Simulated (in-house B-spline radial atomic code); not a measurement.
How G0W0 and RPA depend on the start: Ar3+

Configuration [Ne] 3s2 3p3, highest spin. Computed with a B-spline radial code for spherical atoms: all electrons, scalar-relativistic (spin-free one-electron X2C), finite nucleus, each spin shell either full or empty, empty states to l = 9 with an (l + 1/2)⁻⁴ tail; G0W0 by contour deformation at full frequency.

| start | mean-field 3p up (eV) | G0W0 (eV) | QP weight | RPA correlation (Eh) |
| --- | --- | --- | --- | --- |
| Hartree-Fock | -59.23 | -59.64 | 0.966 | -0.81366 |
| LDA VWN5 | -51.52 | -59.14 | 0.928 | -0.92568 |
| PBE | -51.61 | -59.11 | 0.929 | -0.92389 |
| PBE0 | -53.74 | -59.30 | 0.944 | -0.89091 |
| r2SCAN | -52.39 | -59.26 | 0.937 | -0.90538 |
| HSE06 | -53.30 | -59.27 | 0.941 | -0.89525 |
| B3LYP (VWN-RPA) | -53.17 | -59.24 | 0.940 | -0.89784 |
| SCAN | -52.40 | -59.24 | 0.937 | -0.90489 |
| TPSS | -51.88 | -59.15 | 0.931 | -0.91671 |
| BHandHLYP | -55.53 | -59.41 | 0.953 | -0.86273 |
| CAM-B3LYP | -55.07 | -59.37 | 0.950 | -0.87917 |
| LC-wPBE | -56.77 | ? | ? | ? |
| wB97X | -56.19 | -59.41 | 0.956 | -0.86968 |
| PBEsol | -51.51 | ? | ? | ? |
| BLYP | -51.29 | -59.07 | 0.928 | -0.9246 |
| r2SCAN0 | -54.27 | -59.38 | 0.947 | -0.87924 |
| LDA exchange-only | -50.36 | -59.16 | 0.925 | -0.92491 |

Problem. What G0W0 level, weight and RPA correlation energy follow from the LC-wPBE start?

Solution. G0W0 level -59.44 eV, weight 0.957, RPA correlation -0.87291 hartree.

Problem. What G0W0 level, weight and RPA correlation energy follow from the PBEsol start?

Solution. G0W0 level -59.13 eV, weight 0.929, RPA correlation -0.92433 hartree.

Problem. How much of the dependence on the start does G0W0 remove?

Solution. The mean-field levels span 8.87 eV and the G0W0 levels 0.575 eV. Against 59.58 ± 0.18 eV (NIST, semi-empirical) the G0W0 removal energies are off by -0.51 to +0.06 eV, with spin-orbit coupling, Breit and QED terms left out.
